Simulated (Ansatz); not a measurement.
Cost and result up the ladder for Si₄H₈ (12 atoms). Total charge 0; singlet. Geometry: r2SCAN-D4/def2-SVP.

```xyz
12

Si   -0.544    1.936    0.925
Si   -0.791   -1.604   -0.734
Si    1.379   -0.811   -1.049
Si    0.210   -0.267    0.909
H    -1.793    2.088    1.734
H     1.638    0.292   -2.019
H    -1.934   -1.051   -1.513
H     0.496    2.867    1.466
H    -0.838    2.312   -0.493
H    -0.914   -3.063   -0.453
H     2.482   -1.813   -0.982
H     0.609   -0.886    2.208
```

Ansatz on 4 threads of Arm Neoverse V1 on a shared host. Times are rough, and most runs start from the orbitals of an earlier one. PBE0-D4/def2-TZVP serves as the yardstick here, not as an exact answer. Binding counts from free atoms at the same level (Si triplet, H doublet; other spins of the atoms weren't run), without zero-point energy or a counterpoise term.

HSE06 is defined as in plane-wave codes, on full-range PBE exchange. Correlated methods freeze 20 core orbitals. Another isomer (singlet) lies 0.82 eV lower at PBE0-D4/def2-TZVP; other spin states weren't run for this one.

Correlated methods converge slowly with the basis.

| level | functions | binding energy per atom (eV) | difference from PBE0-D4/def2-TZVP (eV) |
| --- | --- | --- | --- |
| HSE06-D4/def2-TZVP | 196 | 2.92 | 0.00 |
| PBE0-D4/def2-TZVP | 196 | 2.92 | 0.00 |
| LDA (SPW92)/def2-TZVP | 196 | 3.25 | 0.33 |
| r2SCAN-D4/def2-TZVP | 196 | 2.96 | 0.04 |
| CCSD(T)/def2-TZVP | 196 | 2.82 | -0.10 |
| PBE-D4/def2-TZVP (with forces) | 196 | 2.92 | 0.00 |

**Question.** Estimate how long each takes.

**Answer.** LDA (SPW92)/def2-TZVP 1.1 s; PBE-D4/def2-TZVP (with forces) 2.5 s; PBE0-D4/def2-TZVP 2.9 s; HSE06-D4/def2-TZVP 3 s; r2SCAN-D4/def2-TZVP 4.2 s; CCSD(T)/def2-TZVP 31 s. On shared hardware such times vary by a factor of up to 3.
